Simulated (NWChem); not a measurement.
# Basis-set dependence for H3P2

```
P
H 1 1.4263
H 1 1.4296 2 95.25
P 1 2.1911 2 96.73 3 100.20
H 4 1.4335 1 91.80 2 -158.60
```
Charge 0, spin multiplicity 2.

The numbers come from NWChem runs, not from measurements. All single points use one geometry, from UPBE0/def2-SVP, a minimum by its harmonic frequencies. It is one conformer; others weren't searched.

Hartree-Fock energies in Ha, correlation energies in mHa.

The correlated methods keep 10 core orbitals frozen. The Pople sets run with spherical d functions. The structure started from a generated list of species. No SCF solution was tested for a lower state. Open-shell Hartree-Fock references start from PBE0 orbitals. Coupled-cluster values serve here as a point of comparison, not as the truth.

```tsv
basis	functions	UHF	UMP2	SCS-UMP2	URI-MP2	CCSD on ROHF	CCSD[T] on ROHF	CCSD(T) on ROHF	CCSD on UHF	CCSD[T] on UHF	CCSD(T) on UHF
cc-pVDZ	51	-683.19897	-224.7	-229.5	-224.6	-272.0	-280.6	-280.3	-267.4	-275.8	-275.5
6-311G**	70	-683.20265	-222.0	-228.7	not run	-266.8	-275.8	-275.5	-262.7	-271.4	-271.1
cc-pVTZ	110	-683.22869	-287.5	-295.2	-287.4	not run	not run	not run	not run	not run	not run
```

From 6-311G** to cc-pVTZ the Hartree-Fock energy moves by -26.0 mHa and the UMP2 correlation energy by -65.5 mHa, which is 23 % of its value in the larger set.
